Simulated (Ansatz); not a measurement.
C3H5BSi. The species carries charge 0 and has multiplicity 1. The bonds changed during the relaxation, so this is another structure than the one it started from. The structure was optimised at the PBE0-D4/def2-TZVP level.

```xyz
10

B    -0.164   -0.211    1.270
C     0.822    0.809    1.297
C     0.533    0.553   -0.031
C     0.467    0.529   -1.384
Si   -0.700   -0.696   -0.898
H    -0.882   -0.972    1.828
H     1.488    1.481    1.808
H     0.993    1.100   -2.129
H    -2.160   -0.446   -0.853
H    -0.398   -2.147   -0.909
```

Problem. What is the dipole moment at PBE/def2-TZVPP? (Best estimate.)

Solution. Ansatz gave: 0.65 D, with components (-0.21, -0.20, -0.58) D in this frame, pointing from negative to positive charge.

Problem. And with r2SCAN, B3LYP, ωB97M-V? (Best estimate.)

Solution. Computed: r2SCAN 0.62 D, B3LYP 0.75 D, ωB97M-V 0.77 D.

Problem. Give the Mulliken charges with PBE, ωB97M-V, B3LYP in def2-TZVPP. (Best estimate.)

Solution. Computed: 
| atom | PBE | ωB97M-V | B3LYP |
| --- | --- | --- | --- |
| B1 | -0.15 | -0.19 | -0.14 |
| C2 | -0.12 | -0.17 | -0.17 |
| C3 | 0.05 | 0.02 | 0.05 |
| C4 | -0.21 | -0.28 | -0.27 |
| Si5 | 0.25 | 0.25 | 0.31 |
| H6 | 0.05 | 0.13 | 0.07 |
| H7 | 0.13 | 0.15 | 0.14 |
| H8 | 0.11 | 0.12 | 0.13 |
| H9 | -0.06 | -0.02 | -0.06 |
| H10 | -0.06 | -0.02 | -0.06 |

B3LYP here is the variant with VWN-RPA as its local correlation; programs differ in this.
